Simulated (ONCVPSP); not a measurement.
**Before and after: ONCV potential for oxygen**

```json
{
  "Element": "O (Z = 8)",
  "Generator": "ONCVPSP 4.0.1",
  "Type": "optimised norm-conserving Vanderbilt (ONCV)",
  "Functional": "PBE",
  "Relativity": "scalar-relativistic",
  "Frozen core": "[He]",
  "Valence charge": "6",
  "Reference configuration": "2s2 2p4",
  "Partial waves": "2s: rc 0.90 bohr, ncon 3, nbas 6, qcut 8.6 1/bohr, 1 projector; 2p: rc 1.85 bohr, ncon 3, nbas 6, qcut 7.1 1/bohr, 2 projectors, debl 3.6 Ha",
  "Local potential": "polynomial inside 0.80 bohr (lpopt 5, dvloc0 0 Ha)",
  "Core correction": "Teter function, parameters optimised by the program"
}
```

Change: p: qcut 8.3.

Cutoffs: the cutoffs (Ha) at which the residual kinetic energy of the hardest occupied pseudo-wave falls to 1 and 0.1 mHa per electron; they do not see the model core or the augmentation charge, which bear on the density cutoff. Errors are all-electron minus pseudo energies relative to the spin-unpolarised reference configuration.

Question: How do hardness, ghosts and transferability respond?

Answer: The potential gets neither clearly harder nor softer (33 Ha and 94 Ha → 33 Ha and 94 Ha); the s channel sets the loose cutoff, while the largest relative change is in p, which becomes harder; of the 4 tests that both files solve, the error grows in 0 and shrinks in 4 by more than 15 % and 0.3 meV (median size 1545.6 → 987.8 meV); neither file shows a bound ghost.

| quantity | base | changed |
| --- | --- | --- |
| cutoff, loose | 33 Ha | 33 Ha |
| cutoff, tight | 94 Ha | 94 Ha |
| loose cutoff by channel | s 33 Ha, p 18 Ha | s 33 Ha, p 22 Ha |
| bound ghosts | none | none |
| GHOST(+) flags under 300 eV | none | none |
| error for 2s2 2p3, meV [ΔE 16.43 eV] | +92 | +24 |
| error for 2s2 2p2, meV [ΔE 50.02 eV] | +675 | +376 |
| error for 2s2 2p1, meV [ΔE 103.89 eV] | +2416 | +1600 |
| error for 2s2 2p0, meV [ΔE 180.79 eV] | +6231 | +4463 |
| s: phases at 0.91 bohr within 0.05 rad from the reference energy up to (Ha; the scan ends near 5) | to the end of the scan | to the end of the scan |
| p: phases at 1.88 bohr within 0.05 rad from the reference energy up to (Ha; the scan ends near 5) | to the end of the scan | to the end of the scan |
| rms error of d²Exc/dni dnj with the model core, mHa | 1.01 | 1.16 |
